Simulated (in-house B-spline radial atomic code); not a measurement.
How numerical settings move a run on Yb2+, [Xe] 4f14. Computed with a B-spline radial code for spherical atoms: scalar-relativistic (X2C) BP86, spin-polarised, spherical fractional occupations, Fermi nucleus of rms radius 5.3108 fm.

Command:
```bash
python run_scf.py task.json out
```
Settings of the sound reference run:
```
Z                70
electrons        68
configuration    [Xe] 4f14
hamiltonian      x2c
method           b88,p86
spin_polarised   True
nucleus          fermi
rms_radius       5.3108
mass_number      174
atomic_mass      173.9389
speed_of_light   137.036
knot_spacing     0.22
spline_order     8
gauss_points     12
box_radius       22.22
max_iterations   70
damping          0.5
damped_steps     3
diis_vectors     10
tolerance        1e-08
start            Thomas-Fermi
```

Run time, properties included: 0.54 s on 1 thread of Arm Neoverse N1, with other jobs on the host.

It converges in 11 iterations to -14061.005439 hartree, with 4f up at -17.7022 eV. The other runs change the listed settings, some to values that make no sense; their results aren't properties of the atom or ion. Radii are in bohr (the nuclear one in fm), a minus after a letter asks for a j subshell, and «unchanged» means within 1e-8 hartree. The run stops when the residual is below 10 × tolerance × max(1, Z/10), or a noise floor if that is larger, and the energy moves by less than 1e-8 × √|E| hartree; so very loose and very tight tolerances often act alike.

```tsv
changed settings	outcome
knot_spacing = 1.4	converged in 10 iterations, energy +1.26e+03 hartree from the reference, 4f up level -1.6e+02 eV (the program warns: 1s up reaches the box edge; 1s down reaches the box edge)
spline_order = 4, max_iterations = 75, tolerance = 1e-06	converged in 10 iterations, energy +9.74e-03 hartree from the reference, 4f up level +4.3e-04 eV
gauss_points = 8	converged in 11 iterations, energy +3.48e-07 hartree from the reference, 4f up level -6.2e-06 eV
diis_vectors = 4	converged in 12 iterations, energy unchanged, 4f up level -1.8e-05 eV
knot_spacing = 0.75	converged in 12 iterations, energy +5.52e+01 hartree from the reference, 4f up level -4.3e+00 eV (the program warns: 3s up reaches the box edge; 3s down reaches the box edge)
electrons = 69, configuration = [Xe] 4f14 6p-1, max_iterations = 60	stopped with error: j subshells need the Dirac Hamiltonian and l > 0
knot_spacing = 0.1, max_iterations = 75, damped_steps = 30, diis_vectors = 0	not converged after 75 iterations, last residual 2.1e-01, last energy +5.90e+00 hartree from the reference
knot_spacing = 0.4	converged in 11 iterations, energy +9.85e-03 hartree from the reference, 4f up level -1.5e-04 eV
knot_spacing = 0.55	converged in 12 iterations, energy +1.76e+00 hartree from the reference, 4f up level -5.5e-02 eV
gauss_points = 4	converged in 11 iterations, energy +2.97e-06 hartree from the reference, 4f up level -4.8e-06 eV
gauss_points = 5	converged in 11 iterations, energy -3.68e-06 hartree from the reference, 4f up level +5.5e-07 eV
diis_vectors = 1	not converged after 70 iterations, last residual 4.3e+00, last energy +6.36e+02 hartree from the reference
knot_spacing = 0.3	converged in 11 iterations, energy +1.37e-04 hartree from the reference, 4f up level +2.7e-05 eV
gauss_points = 16	converged in 11 iterations, energy -3.93e-07 hartree from the reference, 4f up level +3.9e-06 eV
gauss_points = 6	converged in 11 iterations, energy +9.57e-06 hartree from the reference, 4f up level +2.3e-05 eV
spline_order = 3, gauss_points = 5, box_radius = 1.33, first_knot = 1.43e-06, max_iterations = 100	converged in 8 iterations, energy +5.34e+01 hartree from the reference, 4f up level +1.4e+02 eV (the program warns: 4f up has a positive eigenvalue: unbound, held by the box; 5s up has a positive eigenvalue: unbound, held by the box)
knot_spacing = 1	converged in 10 iterations, energy +2.51e+02 hartree from the reference, 4f up level -5.3e+01 eV (the program warns: 4f up reaches the box edge; 2s up reaches the box edge)
spline_order = 3, max_iterations = 5, diis_vectors = 4	not converged after 5 iterations, last residual 8.3e-01, last energy +1.54e+01 hartree from the reference
```

Q: What happens with diis_vectors = 2?

A: Converged in 20 iterations, energy unchanged, 4f up level -2.6e-05 eV.

Q: What happens with knot_spacing = 0.1?

A: Converged in 11 iterations, energy -5.47e-06 hartree from the reference, 4f up level +4.8e-06 eV.

Q: What happens with knot_spacing = 0.15?

A: Converged in 11 iterations, energy -4.05e-06 hartree from the reference, 4f up level +3.6e-06 eV.

Q: What happens with first_knot = 1.43e-06, max_iterations = 5, damping = 0.8?

A: Not converged after 5 iterations, last residual 1.2e+00, last energy +1.14e+02 hartree from the reference.
